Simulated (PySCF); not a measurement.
Compound: B₂H₈N₂.
Cartesian coordinates in Å at the PBE0-D3(BJ)/def2-SVP level; atoms count from 1:
```
atom  x, y, z in Å
B1     0.3850    0.8162   -0.6402
N2     1.0778   -0.2516    0.3253
B3    -0.3850   -0.8138    0.6346
N4    -1.0768    0.2474   -0.3388
H5     0.5215    1.9545   -0.2280
H6     0.7060    0.6528   -1.8040
H7     1.7033   -0.9066   -0.1348
H8     1.5660    0.1425    1.1243
H9    -0.5268   -1.9564    0.2364
H10   -0.7021   -0.6353    1.7973
H11   -1.5583   -0.1518   -1.1393
H12   -1.7084    0.9008    0.1152
```

The calculation used MP2 and CCSD/aug-cc-pVDZ in PySCF, restricted Hartree–Fock reference, 4 core orbitals frozen, non-relativistic, gas phase, PBE0-D3(BJ)/def2-SVP geometry.

E(HF) = -163.01783 Eh.

Problem. How large is the problem?

Solution. 164 basis functions and 32 electrons; 4 orbitals frozen, which leaves o = 12 correlated occupied and v = 148 virtual orbitals. That is o·v = 1776 singles and o·v(o·v + 1)/2 = 1577976 distinct closed-shell doubles amplitudes before symmetry; the costliest CCSD step grows as o²v⁴ = 6.9 × 10^10.

Problem. What are the MP2 and CCSD correlation energies?

Solution. MP2 -0.5775 Eh and CCSD -0.6275 Eh, which gives totals of -163.59530 and -163.64529 Eh. That is 0.711 eV for each correlated electron at CCSD (1647 kJ/mol in all, 0.383 % of the total energy); MP2 gives 92.0 % of the CCSD value.

Problem. What is the T1 diagnostic?

Solution. 0.0092, below the customary warning level of 0.02. It is the norm of the spatial-orbital singles amplitudes over the root of the number of correlated electrons, so the norm is 0.045.

No triples correction and no basis-set extrapolation were made.
